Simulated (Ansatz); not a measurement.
Basis-set extrapolation for `B/C=C/O` (PBE0-D4/def2-TZVP geometry, frozen core, the Gaussian-basis code of Ansatz). Multiplicity 1, RHF reference.

```tsv
	def2-TZVPP	def2-QZVPP
HF	-178.236591	-178.244892
MP2 correlation	-0.660438	-0.706832
CCSD(T) correlation	-0.719218	-0.760717
```

Energies in hartree. Use E(X) = E(∞) + A·exp(−7.88·√X) for Hartree–Fock and E(X) = E(∞) + B·X^(−2.97) for correlation, with X = 3 and 4.

What is the CCSD(T) energy at the basis-set limit?

HF limit: -178.244892 + (-0.008301) × 0.13774 = -178.24604. Correlation limit: -0.760717 + (-0.041499) × 0.74074 = -0.79146. Total: -179.03750 hartree, 2.22 eV below CCSD(T)/def2-TZVPP.
